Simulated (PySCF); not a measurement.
SMILES Cl[Si](Cl)(Cl)[SiH2][GeH3] (GFN2-xTB optimised geometry):

```
11

Cl    -0.450    -2.460     1.677
Si     0.135    -1.472     0.000
Cl    -0.459    -2.582    -1.589
Cl     2.165    -1.472     0.000
Si    -0.723     0.690     0.000
Ge    -0.326     1.716     2.067
H     -2.165     0.655    -0.273
H     -0.114     1.472    -1.083
H     -0.631     3.184     2.106
H     -1.121     1.163     3.209
H      1.091     1.635     2.543
```

Method: PBE0/def2-TZVP run with PySCF 2.14.0.

### Question
What are the frontier orbital energies and the dipole moment?

### Answer
HOMO-2 -9.25 eV, HOMO-1 -9.13 eV, HOMO -8.49 eV, LUMO -0.91 eV, LUMO+1 -0.71 eV; dipole moment 1.42 D.

Meta-Löwdin charges at PBE0/def2-TZVP: Cl1 -0.27, Si2 0.77, Cl3 -0.26, Cl4 -0.26, Si5 0.13, Ge6 0.11, H7 -0.05, H8 -0.05, H9 -0.04, H10 -0.04, H11 -0.04.
